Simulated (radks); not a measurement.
Values are calculated unless marked as measured or tabulated.
The mean radii <r> (bohr) of the occupied orbitals of an atom or ion are listed with their occupations. Code: a radial shooting solver on a logarithmic mesh with Libxc functionals. Model: non-relativistic Kohn-Sham, exchange-only LDA, spin-unpolarised, spherical densities, point nucleus.

orbital  occ.      <r>
1s          2  0.05266
2s          2   0.2184

Name the element and its charge.

Answer. Z = 29, copper, charge +25: Cu25+ in [He] 2s2. The 1s radius gives Z: for a bare nucleus <r> = 1.5/Z, 0.05172 bohr for Z = 29, and screening makes it slightly larger (0.05266 here). The occupations add up to 4, and the charge is Z minus that.
